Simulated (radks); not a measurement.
Values are calculated unless marked as measured or tabulated.
Ca, configuration [Ar] 4s1.75 3d0.25 (fractional occupations, a model configuration). Level of theory: non-relativistic Kohn-Sham, PBEsol, spin-polarised, spherical densities, point nucleus; open shells are filled with parallel spins first (a radial shooting solver on a logarithmic mesh with Libxc functionals).

Local quantities along the radius. ELF = 1/(1 + alpha^2) is the electron localisation function; alpha = (tau - tau_W)/tau_unif compares the Pauli kinetic energy density with that of the uniform gas (summed over spins); s = |grad rho|/(2 (3 pi^2)^(1/3) rho^(4/3)) is the reduced gradient; r v_xc is r times the local exchange-correlation potential of spin up (hartree bohr).

r (bohr),ELF,alpha,s,r v_xc
0.006561,1.000,0.01516,0.4041,-0.1231
0.008611,1.000,0.01694,0.4150,-0.1522
0.0113,1.000,0.01961,0.4297,-0.1879
0.01484,0.999,0.02377,0.4495,-0.2308
0.01947,0.999,0.03062,0.4766,-0.2807
0.02556,0.998,0.04275,0.5139,-0.3361
0.03382,0.996,0.06720,0.5672,-0.3954
0.04439,0.986,0.1191,0.6379,-0.4493
0.05827,0.943,0.2456,0.7275,-0.4912
0.07648,0.752,0.5746,0.8094,-0.5140
0.1004,0.382,1.271,0.7745,-0.5202
0.1318,0.258,1.696,0.5118,-0.5434
0.173,0.459,1.085,0.3027,-0.6554
0.2289,0.758,0.5647,0.3474,-0.7877
0.3004,0.852,0.4162,0.5254,-0.8595
0.3943,0.764,0.5559,0.8035,-0.8293
0.5175,0.245,1.756,1.014,-0.7036
0.6793,0.144,2.433,0.4130,-0.6834
0.8917,0.698,0.6575,0.2692,-0.8734
1.18,0.872,0.3832,0.5522,-0.9696
1.549,0.767,0.5508,0.9412,-0.9018
2.033,0.284,1.589,1.399,-0.7226
2.668,0.088,3.222,1.140,-0.5943
3.502,0.518,0.9649,0.8125,-0.6907
4.597,0.940,0.2517,1.284,-0.7048
6.082,0.935,0.2627,2.471,-0.5324
7.983,0.613,0.7942,5.148,-0.3790
10.48,0.034,5.319,13.22,-0.2486
13.75,0.000,81.12,43.77,-0.1038

On this mesh the ELF has minima near r = 0.13, 0.59, 2.7 bohr, which separate the shells, and maxima near 0.30 (0.85), 1.2 (0.87), 5.3 (0.96).

Self-consistent cycle (total energy in hartree, residual of the potential): 1: -676.352724, 2e+00; 2: -676.440086, 1e+00; 3: -676.484685, 1e-01; 4: -676.485076, 1e-02; 5: -676.485105, 5e-04; 6: -676.485106, 3e-04; 7: -676.485106, 8e-06; 8: -676.485106, 3e-06; 9: -676.485106, 2e-06; 10: -676.485106, 2e-07; 11: -676.485106, 4e-08; 12: -676.485106, 2e-09.
